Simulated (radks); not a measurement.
Results of a calculation; reference values are marked as such.
Removal energies from the iridium ion Ir6+, [Xe] 4f14 5d3, by Delta-SCF beside the eigenvalue of the level emptied. Level of theory: scalar-relativistic Kohn-Sham, LDA (Slater exchange, Perdew-Wang correlation), spin-polarised, spherical densities, finite nucleus; Fermi nuclear charge, rms radius of each element as measured or else 0.836 A^(1/3) + 0.57 fm (a radial shooting solver on a logarithmic mesh with Libxc functionals). Open shells are filled with parallel spins first.

| removed from | final configuration | Delta-SCF (eV) | -eigenvalue (eV) |
|---|---|---|---|
| 5d | [Xe] 4f14 5d2 | 89.530 | 81.721 |
| 5p | [Kr] 4d10 4f14 5s2 5p5 5d3 | 141.49 | 132.37 |
| 4f | [Xe] 4f13 5d3 | 159.29 | 144.22 |
| 5s | [Kr] 4d10 4f14 5s1 5p6 5d3 | 187.41 | 177.38 |
